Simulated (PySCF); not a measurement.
Species: BCl2FGeH2.
Numbering: `[F:1][GeH2:2][B:3]([Cl:4])[Cl:5]` (hydrogens: H6, H7 on Ge2)

Structure used (PBE0-D3(BJ)/def2-SVP), in Å, numbered top down from 1:
```xyz
7
BCl2FGeH2 angstrom
F     -0.2614   -2.2860    1.0694
Ge    -0.9978   -0.8609    0.3718
B      0.4106    0.6497    0.3259
Cl    -0.1059    2.2327   -0.2040
Cl     2.0681    0.3889    0.7750
H     -2.2058   -0.5214    1.2626
H     -1.4602   -1.2671   -1.0392
```

Computed with core-valence-separated Tamm–Dancoff BHandHLYP/aug-pcX-1 (pcseg-1 on H, def2-SVPD on Ge, def2-SVPD on Cl) in PySCF, non-relativistic, gas phase, PBE0-D3(BJ)/def2-SVP geometry. The energies are unshifted.

(1) List the fluorine K-edge absorption lines.

(2) What does the B 1s absorption edge look like?

Answers

(1) 
```json
{"E (eV)": "683.05", "f": "0.0214", "core hole on": "F1", "main final orbital": "LUMO+1 (62 %)"}
{"E (eV)": "683.79", "f": "0.0012", "core hole on": "F1", "main final orbital": "LUMO (94 %)"}
{"E (eV)": "685.62", "f": "0.0037", "core hole on": "F1", "main final orbital": "LUMO+2 (69 %)"}
{"E (eV)": "686.25", "f": "0.0083", "core hole on": "F1", "main final orbital": "LUMO+5 (44 %)"}
{"E (eV)": "686.76", "f": "0.0086", "core hole on": "F1", "main final orbital": "LUMO+4 (40 %)"}
{"E (eV)": "686.89", "f": "0.0012", "core hole on": "F1", "main final orbital": "LUMO+3 (53 %)"}
{"E (eV)": "687.00", "f": "0.0044", "core hole on": "F1", "main final orbital": "spread"}
```

The first line with a tenth or more of the strongest one's intensity is at 683.05 eV (f = 0.021), with the hole on F1 (fluorine bonded to Ge). It is also the strongest listed.

(2) 
```
E (eV)       f  core hole on  main final orbital
187.79  0.0922            B3         LUMO (92 %)
192.88  0.0317            B3       LUMO+1 (62 %)
193.45  0.0218            B3       LUMO+2 (42 %)
194.13  0.0451            B3              spread
194.38  0.0033            B3       LUMO+2 (38 %)
194.74  0.0452            B3              spread
195.15  0.0059            B3       LUMO+4 (83 %)
```

The first line with a tenth or more of the strongest one's intensity is at 187.79 eV (f = 0.092), with the hole on B3 (three-coordinate boron). It is also the strongest listed.

Roots within 0.03 eV whose holes lie on the same, on equivalent or on shared atoms are summed into one line, and the highest roots are left out, as the search may have cut off their partners. Final orbitals are the ground state's empty Kohn–Sham orbitals.

**Question.** What are the wavelength and the wavenumber of the 686.25 eV line?

**Answer.** λ = 12398.42 eV Å/686.25 eV = 18.067 Å; 5.5350 × 10⁶ cm⁻¹.

The ionisation thresholds weren't computed; near and above them a finite basis only mimics Rydberg series and continuum. The BHandHLYP/aug-pcX-1 (pcseg-1 on H, def2-SVPD on Ge, def2-SVPD on Cl) calculation is non-relativistic and has no spin–orbit coupling, an omission that weighs most on germanium.

On one thread of an Arm Neoverse N1, no GPU, shared host, this took 16 s wall and 0.67 GiB of memory at its peak.

One conformer stands for the species.
